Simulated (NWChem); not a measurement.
System: GeSiH₅Cl; SMILES [GeH3][SiH2]Cl

Computed with NWChem. Structure relaxed at the PBE-D3(BJ)/def2-SVP level.

### Question
Taking B3LYP/def2-TZVPP as the yardstick, which of these has the fewest basis functions while keeping “dipole (D)” within 0.1 D of it: B3LYP/def2-SVPD; B3LYP/def2-TZVPD; B3LYP/def2-SVP; B3LYP/STO-3G; B3LYP/def2-TZVP?

### Answer
B3LYP/def2-SVP (a larger set in the list lies outside the tolerance).
```csv
level,basis functions,dipole (D)
B3LYP/STO-3G,41,2.70
B3LYP/def2-SVP,93,1.34
B3LYP/def2-SVPD,129,1.49
B3LYP/def2-TZVP,152,1.33
B3LYP/def2-TZVPD,188,1.39
B3LYP/def2-TZVPP,202,1.34
```

The yardstick is one finite set, not the basis-set limit.
